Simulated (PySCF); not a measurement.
Run record for `C#CC(=O)C(=C)C`: PBE0/def2-SVPD, start guess atom, TDA, 6 singlets.

Method: TDA PBE0/def2-SVPD, vertical, gas phase, core orbitals frozen in the response (PySCF 2.14.0, density-fitted response routines). Geometry: GFN2-xTB. The command runs a driver script over a list of jobs; the input below is this job's line of settings and its coordinates in Å.

Command:
```bash
OMP_NUM_THREADS=1 python probes_run.py task.json out
```

Input:
```
{"job": {"kind": "uv", "xc": "PBE0", "basis": "def2-SVPD", "nstates": 6, "ntriplets": 0, "tda": true, "scf": {"guess": "atom"}}, "charge": 0, "multiplicity": 1}
C      2.978263    -0.142288     0.579245
C      1.921416    -0.066482     0.013379
C      0.716179     0.017558    -0.775590
O      0.753380    -0.004100    -1.987489
C     -0.550133     0.130637    -0.004787
C     -0.554395     0.151970     1.325956
C     -1.783630     0.214835    -0.844314
H      3.885619    -0.206628     1.105648
H      0.355239     0.088219     1.899250
H     -1.473508     0.233405     1.882519
H     -1.718349     1.076366    -1.507559
H     -2.675006     0.298625    -0.229224
H     -1.859463    -0.670222    -1.474762
```

Output:
```
final grid: 110688 points
cycle   1  E = -306.4996765843  dE =  1.999e+00  |g| = 1.100e+00  |ddm| = 1.368e+01
cycle   2  E = -306.3100739504  dE =  1.896e-01  |g| = 1.465e+00  |ddm| = 6.150e+00
cycle   3  E = -306.7469558103  dE = -4.369e-01  |g| = 4.650e-01  |ddm| = 3.127e+00
cycle   4  E = -306.7963436552  dE = -4.939e-02  |g| = 6.211e-02  |ddm| = 8.158e-01
cycle   5  E = -306.7969617901  dE = -6.181e-04  |g| = 3.734e-02  |ddm| = 1.991e-01
cycle   6  E = -306.7972606449  dE = -2.989e-04  |g| = 1.638e-02  |ddm| = 9.139e-02
cycle   7  E = -306.7973282422  dE = -6.760e-05  |g| = 2.945e-03  |ddm| = 2.720e-02
cycle   8  E = -306.7973301304  dE = -1.888e-06  |g| = 1.055e-03  |ddm| = 8.498e-03
cycle   9  E = -306.7973303926  dE = -2.622e-07  |g| = 3.390e-04  |ddm| = 2.324e-03
cycle  10  E = -306.7973304209  dE = -2.821e-08  |g| = 9.287e-05  |ddm| = 9.368e-04
cycle  11  E = -306.7973304229  dE = -2.038e-09  |g| = 3.278e-05  |ddm| = 3.121e-04
cycle  12  E = -306.7973304232  dE = -2.697e-10  |g| = 6.279e-06  |ddm| = 1.027e-04
converged SCF energy = -306.7973304232

Static polarisability (au): isotropic 73.518, principal 46.772 80.058 93.723

Singlet excitations
state   eV       nm        f      main configurations
  1   3.6538    339.3   0.00001   H->L 0.98
  2   4.8242    257.0   0.00006   H-2->L 0.96
  3   5.2440    236.4   0.16207   H-1->L 0.72, H-3->L 0.20
  4   5.8927    210.4   0.15052   H-3->L 0.61, H-1->L 0.19
  5   6.6972    185.1   0.00000   H->L+1 0.93
  6   6.9625    178.1   0.00004   H-4->L 0.88
```

H and L stand for HOMO and LUMO; the number after each pair is its weight.

Which computed singlet has the largest oscillator strength, and what do all of them sum to?

State 3 at 5.24 eV (236 nm), f = 0.162; the 6 states sum to 0.313.

Give the mean polarisability as a volume in Å³, and the ratio of the largest to the smallest principal value.

73.518 au × 0.148185 = 10.89 Å³; 93.723/46.772 = 2.00.

In short: SCF converged in 12 cycles with 191 basis and 681 fitting functions; HOMO -7.94 eV, LUMO -2.30 eV; lowest singlet 3.65 eV; mean polarisability 73.5 au.

Estimate the wall time. Hardware: one thread, Intel Xeon Platinum 8488C (x86_64), shared host with 96 logical CPUs at a one-minute load of 8.2. And the peak memory of the process?

About 17 s, with 0.82 GiB resident at the peak, the Python interpreter and its libraries included.

The values belong to the conformer `[CH:1]#[C:2][C:3](=[O:4])[C:5](=[CH2:6])[CH3:7]`: C2–C3–C5–C6 0°.
